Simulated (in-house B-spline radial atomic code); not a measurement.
Pr6+: 1s1 2s2 2p6 3s2 3p6 3d10 4s2 (4p1/2)1 (4p3/2)4 4d10 4f1 5s2 5p6 (with a hole in an inner shell)

Level of theory: Dirac-Hartree-Fock, average of the jj configuration, Fermi nucleus of rms radius 4.8919 fm; calculated with a radial B-spline atomic code at the basis-set limit.

Z_r = [3n² - l(l+1)]/(2<r>); Z_e = n√(-2ε); the last column is Slater's effective charge. Values are occupation-weighted means over j. An effective charge above Z reflects the relativistic contraction of the inner shells.

```csv
shell,electrons,ε (eV),<r> (bohr),Z_r,Z_e,Slater
1s,1,-43250,0.02402,62.45,56.38,59.00
2s,2,-7222.8,0.1012,59.28,46.08,55.70
2p,6,-6540.7,0.08881,56.30,43.85,55.70
3s,2,-1705.2,0.2665,50.66,33.58,48.75
3p,6,-1474.5,0.2635,47.44,31.23,48.75
3d,10,-1131,0.2408,43.60,27.35,38.85
4s,2,-439.58,0.6019,39.87,22.74,32.60
4p,5,-357.8,0.6342,36.27,20.51,32.60
4d,10,-234.51,0.6818,30.80,16.61,21.85
5s,2,-129.27,1.339,28.00,15.41,14.25
4f,1,-109.3,0.7834,22.98,11.34,15.00
5p,6,-102.22,1.466,24.89,13.71,14.25
```

The least bound orbital is 5p3/2 at -100.8 eV, and it is also the most diffuse (<r> = 1.483 bohr). The part-filled 1s shell lies below the filled 5p shell in orbital energy.

For the 1s electron the small component carries 4.81 % of the norm, the zero-frequency Breit interaction raises the level by 40.63 eV, self-energy by 68.44 eV, and vacuum polarisation lowers it by 10.36 eV.
